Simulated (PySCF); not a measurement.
Iodine: highly charged ions in a basis for the neutral atom

I¹⁰⁺ [Kr] 4d7, I¹¹⁺ [Kr] 4d6. All numbers are calculated (PySCF 2.14, scalar relativity through the core potential, in cc-pVTZ-PP with ECP28MDF). No spin-orbit coupling, so a gap to NIST mixes the basis error with missing relativistic terms.

Changed run: basis of the neutral atom used for a highly charged ion. This setting is unsound on purpose.

```tsv
species	method	sound run (hartree)	changed run (hartree)	converged
I¹⁰⁺	UHF	not run	-264.33591	yes
I¹⁰⁺	M06-L	not run	-265.21875	yes
I¹⁰⁺	r2SCAN	not run	-265.03379	yes
I¹¹⁺	UHF	not run	-256.13287	yes
I¹¹⁺	M06-L	not run	-256.95494	yes
I¹¹⁺	r2SCAN	not run	-256.79001	yes
```

Ionisation energy of I¹⁰⁺:

```
method  changed run (eV)    NIST (eV)
   UHF            223.22  220.9 ± 2.4
 M06-L            224.87  220.9 ± 2.4
r2SCAN            224.32  220.9 ± 2.4
```

The contracted functions were made for the neutral atom and can be too rigid for a highly charged ion.
